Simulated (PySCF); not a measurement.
Isomers C$_{5}$H$_{9}$NOSi$_{2}$:

A. `C1[SiH2]N([SiH3])c2c1cco2`
B. SMILES O=CN[SiH2]C1=C[SiH2]C=C1
C. `InChI=1S/C5H9NOSi2/c7-3-5-1-2-9(4-5)6-8/h1-4,6,9H,8H3/t9-/m1/s1`
D. `N#CC1=C(CCO)[SiH2][SiH2]1`

Spectrum 1. ¹³C{¹H} NMR (computed): δ 194.3 (CH), 163.7 (C), 157.2 (CH), 151.8 (CH), 139.1 (CH).

Spectrum 2. ¹³C{¹H} NMR (computed): δ 168.4 (C), 138.3 (CH), 118.6 (CH), 105.4 (C), 7.9 (CH2).

Spectrum 3. ¹³C{¹H} NMR (computed): δ 196.0 (C), 138.4 (C), 120.4 (C), 65.3 (CH2), 43.2 (CH2).

Spectrum 4. ¹³C{¹H} NMR (computed): δ 168.2 (CH), 167.9 (C), 160.0 (CH), 152.7 (CH), 134.4 (CH).

- coordinates at the GFN2-xTB level
- PBE0/pcSseg-1 with gauge-including orbitals
- code: PySCF 2.14.0 with density-fitted response routines
- non-relativistic Hamiltonian, one computed conformer, averaged over atoms made equivalent by symmetry, fast rotation or ring inversion, in vacuum

δ = σ(ref) − σ, references computed at the same level: TMS for ¹³C (σref 186.93). Acid and N–H amide carbonyl carbons lie up to 10 ppm further downfield in solution (hydrogen bonding). Shifts are as computed. Against solution values, carbons near 30 ppm lie about +3 ppm off and those near 130 ppm about +5 ppm. Of 1309 compounds with measured shifts, 239 miss one by over three times the rms of a fit or turn the order of signals round; such compounds aren't used in these exercises.

**Question.** Which spectrum belongs to which compound?

**Answer.** 1–C, 2–A, 3–D, 4–B.

- Spectrum 1 (C): 5 ¹³C signals; δC 194.3 is an aldehyde carbonyl carbon; δC 163.7 is an α carbon of a C=C–C=O unit.
- Spectrum 2 (A): 5 ¹³C signals; δC 168.4 is an aromatic carbon bearing nitrogen; δC 7.9 is an sp3 CH2 bonded to Si, on an aromatic ring.
- Spectrum 3 (D): 5 ¹³C signals; δC 138.4 is a fully substituted alkene carbon; δC 120.4 is a nitrile carbon.
- Spectrum 4 (B): 5 ¹³C signals; δC 168.2 is an amide carbonyl carbon; δC 160.0 is an alkene CH.
